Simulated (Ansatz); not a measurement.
Abridged output of a molecular run in Ansatz:

```
Functional definition: HF
1164 factors; integrals over basis functions are off by at most 1.1e-3 eV
mean field evaluation 1: about -19938.1602 eV, gradient 4.0e1 eV
mean field evaluation 2: about -19938.1628 eV, gradient 4.0e1 eV
mean field evaluation 4: about -19942.0522 eV, gradient 4.3e0 eV
mean field evaluation 8: about -19942.1187 eV, gradient 4.9e-4 eV
mean field -19942.11866021 eV, -732.8593435093 hartree, gradient 1.7e-6 eV, S^2 0.000000; 0 other end points of the search recorded, 0 dependent functions left out; unrestricted orbitals would lower it
13 core orbitals not correlated: weight in the atoms' cores, before any rotation towards them, 1.000 or more for the frozen orbitals, at most 0.000 for the correlated occupied ones
reference -19942.11866021 eV, -732.8593435093 hartree; 15, 15 occupied and 90, 90 virtual orbitals, 1164 factors
second order -17.72412664 eV of doubles, -0.00000000 eV of singles
cycle   1  -18.80547633 eV  change    -1.1e0 eV  update   1.1e-1
cycle   2  -19.38952291 eV  change   -5.8e-1 eV  update   3.6e-2
cycle   3  -19.53205825 eV  change   -1.4e-1 eV  update   1.9e-2
cycle   4  -19.52437656 eV  change    7.7e-3 eV  update   4.9e-3
cycle   5  -19.52285540 eV  change    1.5e-3 eV  update   2.0e-3
cycle   6  -19.52293248 eV  change   -7.7e-5 eV  update   6.4e-4
cycle   7  -19.52263935 eV  change    2.9e-4 eV  update   2.6e-4
cycle   8  -19.52262638 eV  change    1.3e-5 eV  update   1.0e-4
cycle   9  -19.52265766 eV  change   -3.1e-5 eV  update   4.8e-5
cycle  10  -19.52263471 eV  change    2.3e-5 eV  update   2.6e-5
perturbative correction -0.53513190 eV, -0.0196657346 hartree
Total energy: -19962.17642682 eV, -733.5964528366 hartree
```

Its atoms:

Cartesian coordinates in Å:
```
C -1.2935 -0.3329 -1.0067
C -0.5474 -1.4132 -0.2191
Si -0.4487 -1.0109 1.6434
O 0.5318 0.3170 1.6301
Si 1.4853 1.3794 0.8176
H -0.7809 0.6319 -0.9605
H -2.3064 -0.1771 -0.6224
H -1.3884 -0.5957 -2.0632
H 0.4708 -1.5350 -0.6133
H -1.0481 -2.3805 -0.3385
H 1.9729 0.7896 -0.4582
H 0.7039 2.6062 0.5191
H 2.6486 1.7211 1.6719
```

Question: Which basis set was used?
A. def2-QZVPP
B. def2-SVP
C. cc-pV(T+d)Z
D. def2-SVPD

Answer: B. It gives 118 functions.

Question: Write the keys of the input that set method, charge and spin (a neutral closed shell needs none for the last two).

Answer: 
```yaml
correlation: {method: ccsd_t}
```
